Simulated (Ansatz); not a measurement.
Calculated with Ansatz (gas phase, PBE0-D4/def2-TZVP geometries, no zero-point term in ΔE). CCSD(T)/CBS is the MP2 limit (def2-TZVPP, def2-QZVPP) plus CCSD(T) − MP2 in def2-TZVPP, frozen cores. Functionals use def2-TZVPP. For Zn outer-core shells are correlated without core-valence functions, which leaves a few kJ/mol of doubt a bond. Scalar relativity is left out up to krypton. One conformer a species, not always the lowest.

Consider the ligand exchange at the Si–C bond: `N=C([SiH3])CN` + `C[N](C)[Zn][OH]` → `C[N](C)[Zn][O][SiH3]` + `N=CCN`.

**Question.** Is it downhill or uphill in electronic energy at CCSD(T)/CBS, and by how much? (Estimate.)

**Answer.** Ansatz gave: Downhill: ΔE = -123.4 kJ/mol.

**Question.** What do these levels give: BLYP-D4, PBE0-D4, ωB97X-V, PBE, r2SCANh, CCSD/CBS(def2)? (Estimate.)

**Answer.** Ansatz gave: BLYP-D4 -113.2, PBE0-D4 -115.3, ωB97X-V -124.2, PBE -106.2, r2SCANh -125.0, CCSD/CBS(def2) -128.9 kJ/mol.

Largest T1 diagnostic among the species: 0.016.

From BLYP to BHLYP (50 % exact exchange), in def2-TZVPP and without D4, ΔE moves by −21.3 kJ/mol. At CCSD(T), def2-SVP lies −14.2 kJ/mol from the extrapolated value and def2-TZVPP −2.3 kJ/mol. In def2-TZVPP, CCSD(T) changes the Hartree–Fock value by +33.9 kJ/mol (the triples alone add +5.5 kJ/mol) and MP2 by +33.2 kJ/mol.
